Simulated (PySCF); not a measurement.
# Simulated absorption spectrum

Species: Zr(NMeEt)Cl3, C3H8Cl3NZr (singlet state).
SMILES: `CC[N](C)[Zr]([Cl])([Cl])[Cl]`

Theory: PySCF 2.14.0, density-fitted response routines, TDDFT CAM-B3LYP/def2-SVPD, vertical, gas phase, core orbitals frozen in the response, def2 core potentials past Kr. Geometry: PBE0-D3(BJ)/def2-SVP; no solvent, vibrations or thermal averaging. Spin–orbit coupling is left out.

Broadening: Gaussians 0.25 eV wide at half height, area fixed by f = 4.319×10⁻⁹ ∫ε dν̃. The width is an assumption, not a result. The curve ends short of the highest state used, and states not computed would add to its high-energy end.

| E (eV) | ε (L mol⁻¹ cm⁻¹) |
| --- | --- |
| 3.78 | 0 |
| 3.81 | 1 |
| 3.85 | 3 |
| 3.89 | 9 |
| 3.93 | 20 |
| 3.97 | 41 |
| 4.00 | 64 |
| 4.04 | 103 |
| 4.08 | 142 |
| 4.12 | 170 |
| 4.15 | 178 |
| 4.19 | 167 |
| 4.23 | 135 |
| 4.27 | 95 |
| 4.31 | 58 |
| 4.34 | 37 |
| 4.38 | 20 |
| 4.42 | 17 |
| 4.46 | 36 |
| 4.50 | 97 |
| 4.53 | 193 |
| 4.57 | 429 |
| 4.61 | 832 |
| 4.65 | 1398 |
| 4.68 | 1880 |
| 4.72 | 2467 |
| 4.76 | 2809 |
| 4.80 | 2781 |
| 4.84 | 2397 |
| 4.87 | 1964 |
| 4.91 | 1346 |
| 4.95 | 825 |
| 4.99 | 465 |
| 5.02 | 294 |
| 5.06 | 159 |
| 5.10 | 87 |
| 5.14 | 47 |
| 5.18 | 24 |
| 5.21 | 14 |
| 5.25 | 6 |
| 5.29 | 2 |
| 5.33 | 1 |
| 5.37 | 0 |
| 5.40 | 1 |
| 5.44 | 2 |
| 5.48 | 10 |
| 5.52 | 37 |
| 5.55 | 90 |
| 5.59 | 266 |
| 5.63 | 693 |
| 5.67 | 1591 |
| 5.71 | 3230 |
| 5.74 | 5073 |
| 5.78 | 8342 |
| 5.82 | 12182 |
| 5.86 | 15811 |

Question: Locate the maxima and give the states behind the curve.

Answer: 299 nm (4.15 eV), ε about 180, made up of S1 (100%); 260 nm (4.78 eV), ε about 2800, made up of S2 (100%) (ε in L mol⁻¹ cm⁻¹; maxima over ε = 5, shares over 10%). At its high-energy end, 5.86 eV, the curve is still rising (ε about 16000, from S4 and S5). The states used: S1 4.15 eV (f 0.0016); S2 4.78 eV (f 0.026); S3 5.00 eV (f 0.0008); S4 5.86 eV (f 0.050); S5 5.94 eV (f 0.128); S6 6.09 eV (f 0.0099); S7 6.11 eV (f 0.017); S8 6.29 eV (f 0.0051); S9 6.35 eV (f 0.0068); S10 6.46 eV (f 0.011).

Question: On this curve, what absorbance would a 10⁻³ mol/L sample give at 280 nm over a 1 cm path?

Answer: 280 nm is 4.428 eV, where ε is about 19 L mol⁻¹ cm⁻¹, so A = ε c l ≈ 0.019 (Beer–Lambert, with the gas-phase spectrum and the assumed width).

Question: What would ε be at 4.78 eV, the highest of these maxima, with half the width (0.125 eV)?

Answer: About 5660 L mol⁻¹ cm⁻¹ against 2850, a factor of about 1.99; a lone state at its own centre would give exactly 2.

Question: Coming from long wavelengths, where does ε first pass 100 L mol⁻¹ cm⁻¹?

Answer: At about 307 nm (4.04 eV), 0.11 eV below S1.

The vertical ionisation energy (ΔSCF) is 9.14 eV, 2.68 eV above S10.
